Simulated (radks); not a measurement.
Results of a calculation; reference values are marked as such.
Spherical jellium clusters: N electrons in a uniform positive sphere of charge N and radius rs N^(1/3), rs = 5.87 bohr. Level of theory: non-relativistic Kohn-Sham, LDA (Slater exchange, Perdew-Wang correlation), spin-polarised, spherical densities (a radial shooting solver with Libxc functionals). Levels are named by radial order and angular momentum (1s, 1p, 1d, 2s, ...), and open shells are averaged over m.

N = 4, configuration 1s2 1p(up 2, down 0). This is the lowest configuration that the search found. Occupied and some empty levels:

| level | occupation | eigenvalue (eV) | <r> (bohr) |
|---|---|---|---|
| 1s up | 1 | -2.9673 | 6.413 |
| 1s down | 1 | -2.6088 | 6.417 |
| 1p up | 2 | -2.1102 | 7.799 |
| 1p down | 0 | -1.7547 | 8.019 |
| 1d up | 0 | -1.0934 | 9.263 |
| 2s up | 0 | -0.81089 | 9.820 |
| 1d down | 0 | -0.79791 | 9.758 |
| 2s down | 0 | -0.64283 | 10.45 |
| 1f up | 0 | -0.086868 | 11.84 |

Energy (eV): total -6.15271, kinetic 3.9224, external -55.339, Hartree 27.494, exchange-correlation -10.265, background 28.035.

Electron density:

| r (bohr) | n(r) (e/bohr^3) |
|---|---|
| 0.302 | 0.001420 |
| 1.44 | 0.001468 |
| 2.58 | 0.001553 |
| 3.71 | 0.001608 |
| 4.85 | 0.001555 |
| 5.99 | 0.001344 |
| 7.13 | 0.001003 |
| 8.27 | 0.0006327 |
| 9.40 | 0.0003383 |
| 10.5 | 0.0001589 |
| 11.7 | 0.00006799 |
| 12.8 | 0.00002737 |
| 14.0 | 0.00001057 |
| 15.1 | 4.006e-06 |
